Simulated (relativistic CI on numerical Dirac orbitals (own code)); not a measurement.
**Cl: calculation against measurement**

Computed by Dirac-Coulomb-Breit CI, KLI orbitals optimised for each configuration, model QED (radiative potential, 1s self-energy scaled to tabulated hydrogen-like ionisation energies), valence Slater integrals scaled by 0.85, P86 correlation energy added to each configuration (own radial code, finite nucleus).

CI space (outside the closed core [Ne]): 3s2 3p5, 3s2 3p4 4s, 3s2 3p4 4p, 3s 3p6, 3s2 3p4 3d, 3s2 3p4 5s, 3s2 3p4 5p, 3s2 3p4 4d, 3s2 3p4 6s, 3s2 3p4 4f, 3s2 3p4 6p, 3s2 3p4 5d, 3s2 3p4 5f, 3s2 3p4 5g, 3s2 3p4 6d, 3s 3p5 3d, 3s2 3p3 3d2, 3s2 3p2 3d2 4s, 3s2 3p2 3d2 4p, 3s2 3p2 3d3, 3s2 3p2 3d2 5s, 3s2 3p2 3d2 5p, 3s2 3p3 4s2, 3s2 3p2 4s2 4p, 3s2 3p2 3d 4s2, 3s2 3p2 4s2 5s, 3s2 3p2 4s2 5p. Double excitations out of closed p, d and f shells are left out; levels of such configurations are missing from the list, as are those of other unlisted configurations, and high levels can miss mixing partners. These lack a partner that the ground configuration has and come out too high: 3s2 3p4 4d, 3s2 3p4 6s, 3s2 3p4 4f, 3s2 3p4 6p, 3s2 3p4 5d.

```tsv
Configuration	Term (tabulated)	J	Measured (cm⁻¹)	Computed	Error	Purity (%)
3s2 3p5	2P°	3/2	0.0	0	0	99
3s2 3p5	2P°	1/2	882.4	885	3	99
3s2 3p4 4s	4P	5/2	71958.4	70683	-1275	98
3s2 3p4 4s	4P	3/2	72488.6	71222	-1267	96
3s2 3p4 4s	4P	1/2	72827.0	71565	-1262	98
3s2 3p4 4s	2P	3/2	74225.8	73001	-1225	96
3s2 3p4 4s	2P	1/2	74865.7	73650	-1216	98
3s2 3p4 4p	4P°	5/2	82918.9	80523	-2396	93
3s2 3p4 4p	4P°	3/2	83130.9	80734	-2397	91
3s2 3p4 4p	4P°	1/2	83364.9	80978	-2387	95
3s2 3p4 4p	4D°	7/2	83894.0	81328	-2566	98
3s2 3p4 4s	2D	5/2	84120.3	83466	-654	98
3s2 3p4 4s	2D	3/2	84121.9	83472	-650	98
3s2 3p4 4p	4D°	5/2	84132.3	81579	-2553	58
3s2 3p4 4p	4D°	3/2	84485.3	81935	-2550	77
3s2 3p4 4p	2D°	5/2	84648.1	82098	-2550	59
3s2 3p4 4p	4D°	1/2	84688.6	82139	-2549	95
3s2 3p4 4p	2D°	3/2	84988.5	82449	-2540	66
3s2 3p4 4p	2P° †	1/2	85244.3	83405	-1839	56
3s2 3p4 4p	2P° †	3/2	85442.4	83111	-2332	55
3s2 3p4 4p	4S°	3/2	85735.1	82852	-2883	63
```

Measured levels from NIST Handbook of Basic Atomic Spectroscopic Data (Sansonetti and Martin, J. Phys. Chem. Ref. Data 34, 1559 (2005)); pairs were made by configuration, J and term (by order where the table uses no LS term), so strongly mixed levels may be paired wrongly.

Mean error by configuration (cm⁻¹): 3s2 3p5 3; 3s2 3p4 4s -1078; 3s2 3p4 4p -2537. Over the excited levels the mean absolute error is 1829 cm⁻¹ (20 of the 21 excited levels that our extract of the source holds in range could be paired, and the others can miss by more), and the median relative error of those above 1,000 cm⁻¹ is 2.9 %. † marks terms whose computed intervals miss the measured ones by more than a factor of 2.5, or configurations far off the rest, from wrong mixing, a near crossing or a doubtful label or measurement; they are left out of the means.

Transition probabilities of persistent lines. The last column rescales the computed rate by the cube of measured over computed energy:

| λ measured (Å) | Lower | Upper | A tabulated (s⁻¹) | A computed | A rescaled |
| --- | --- | --- | --- | --- | --- |
| 1335.73 vacuum | 3s2 3p5 2P°_3/2 | 3s2 3p4 4s 2P_1/2 | 2.24e+08 | 2.38e+08 | 2.50e+08 |
| 1347.24 vacuum | 3s2 3p5 2P°_3/2 | 3s2 3p4 4s 2P_3/2 | 5.62e+08 | 5.66e+08 | 5.95e+08 |
| 1351.66 vacuum | 3s2 3p5 2P°_1/2 | 3s2 3p4 4s 2P_1/2 | 4.24e+08 | 4.39e+08 | 4.62e+08 |
| 1363.45 vacuum | 3s2 3p5 2P°_1/2 | 3s2 3p4 4s 2P_3/2 | 9.90e+07 | 9.83e+07 | 1.03e+08 |
| 1379.53 vacuum | 3s2 3p5 2P°_3/2 | 3s2 3p4 4s 4P_3/2 | 9.60e+06 | 1.25e+07 | 1.32e+07 |
| 1389.69 vacuum | 3s2 3p5 2P°_3/2 | 3s2 3p4 4s 4P_5/2 | 3.00e+05 | 3.22e+05 | 3.40e+05 |
| 1389.96 vacuum | 3s2 3p5 2P°_1/2 | 3s2 3p4 4s 4P_1/2 | 2.30e+06 | 2.83e+06 | 2.98e+06 |
| 1396.53 vacuum | 3s2 3p5 2P°_1/2 | 3s2 3p4 4s 4P_3/2 | 1.10e+06 | 1.50e+06 | 1.58e+06 |
| 7547.07 air | 3s2 3p4 4s 4P_3/2 | 3s2 3p4 4p 4S°_3/2 | 1.20e+07 | 8.72e+06 | 1.29e+07 |
| 7744.97 air | 3s2 3p4 4s 4P_1/2 | 3s2 3p4 4p 4S°_3/2 | 6.30e+06 | 5.77e+06 | 8.62e+06 |
